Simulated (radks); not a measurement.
The numbers below are computed, except where a source is named.
Problem. Mn IV, configuration [Ar] 3d4. Level of theory: scalar-relativistic Kohn-Sham, PBEsol, spin-unpolarised, spherical densities, finite nucleus; Fermi nuclear charge, rms radius 3.7057 fm (a radial shooting solver on a logarithmic mesh with Libxc functionals). Some entries of the table are withheld. Estimate them.

| orbital | occ. | eigenvalue (eV) | <r> (bohr) |
|---|---|---|---|
| 1s | 2 | -6459.421 | 0.06095 |
| 2s | 2 | (1) | (2) |
| 2p | 6 | -666.7669 | (3) |
| 3s | 2 | -121.5482 | (4) |
| 3p | 6 | -90.1381 | (5) |
| 3d | 4 | -41.1628 | (6) |

Solution. 
(1) 2s eigenvalue (eV): -780.1312
(2) 2s <r> (bohr): 0.2797
(3) 2p <r> (bohr): 0.2473
(4) 3s <r> (bohr): 0.8447
(5) 3p <r> (bohr): 0.8895
(6) 3d <r> (bohr): 1.043
